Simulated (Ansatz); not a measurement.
Born–Oppenheimer molecular dynamics of C₂H₅Al₂FGeO (12 atoms, charge 0, multiplicity 1). It starts at the highest image of a converged band, a first-order saddle point between two minima.

All numbers below come from Ansatz 0.2.0, RHF/def2-SVP.

```
ensemble                      : NVE (velocity Verlet)
time step                     : 0.5 fs
steps asked                   : 200
starting velocities drawn for : 100 K
seed                          : 5291
```

First frame:

```xyz
12
Properties=species:S:1:pos:R:3
O -1.039 -3.655 1.030
Al -1.183 -1.994 0.878
Al -1.391 0.350 0.443
F -2.915 0.992 0.282
C 0.191 1.266 -0.188
C 0.684 2.431 -0.575
Ge 2.078 1.154 -0.641
H -0.942 -4.271 1.734
H -1.348 -1.400 -0.722
H 0.286 3.432 -0.696
H 3.138 1.098 0.454
H 2.520 0.542 -1.965
```

(1) What does the run give?

(2) What happens to the structure?

(3) How do temperature and energy run in time?

Results:

(1) The run went to its last step.

```yaml
steps_done: 200
time_covered: 100 fs
mean_temperature_over_the_second_half: 153 K
spread_of_the_potential_energy_over_the_second_half: 7.3 meV per atom
mean_potential_energy_of_the_second_half_above_the_start: -5.7 meV per atom
```

The conserved energy stayed within 0.052 meV per atom of its start (net change 0.018 meV per atom), so the integration is sound. The system heated up, since it started high on the potential surface and ran downhill. A run of 0.1 ps of so small a system gives no equilibrium averages. The orbitals stay closed-shell, which can raise the energy where a bond breaks towards radicals; this wasn't checked here.

(2) The step under study would form Al3–H9 and break Al2–H9. These pairs go: Al3–H9 2.10 → 1.64 Å, Al2–H9 1.72 → 2.25 Å. In the last frame they stand as after the step (other bonds may differ from the relaxed reactants and products). It ends as one piece, C2H5Al2FGeO. Pairs count as bonded within 1.25 times the sum of covalent radii (0.12 Å more for H–H). Another seed would give other details.

(3) 
| time (fs) | T (K) | potential energy less start (eV) | conserved less start (meV/atom) |
| --- | --- | --- | --- |
| 0.0 | 100 | 0.000 | 0.00 |
| 5.0 | 63 | 0.048 | 0.03 |
| 10.0 | 39 | 0.079 | 0.04 |
| 15.0 | 43 | 0.074 | 0.01 |
| 20.0 | 43 | 0.073 | 0.02 |
| 25.0 | 43 | 0.074 | 0.05 |
| 30.0 | 74 | 0.034 | 0.01 |
| 35.0 | 71 | 0.037 | 0.01 |
| 40.0 | 41 | 0.076 | 0.05 |
| 45.0 | 53 | 0.062 | 0.02 |
| 50.0 | 62 | 0.049 | 0.01 |
| 55.0 | 68 | 0.042 | 0.04 |
| 60.0 | 96 | 0.005 | 0.03 |
| 65.0 | 122 | -0.029 | 0.01 |
| 70.0 | 115 | -0.019 | 0.03 |
| 75.0 | 121 | -0.026 | 0.04 |
| 80.0 | 162 | -0.080 | 0.02 |
| 85.0 | 183 | -0.107 | 0.02 |
| 90.0 | 234 | -0.173 | 0.03 |
| 95.0 | 260 | -0.206 | 0.03 |
| 100.0 | 300 | -0.258 | 0.02 |

Time of the run: 12 min on 2 threads of Arm Neoverse V1, with other jobs on the host, peak memory 0.46 GiB.
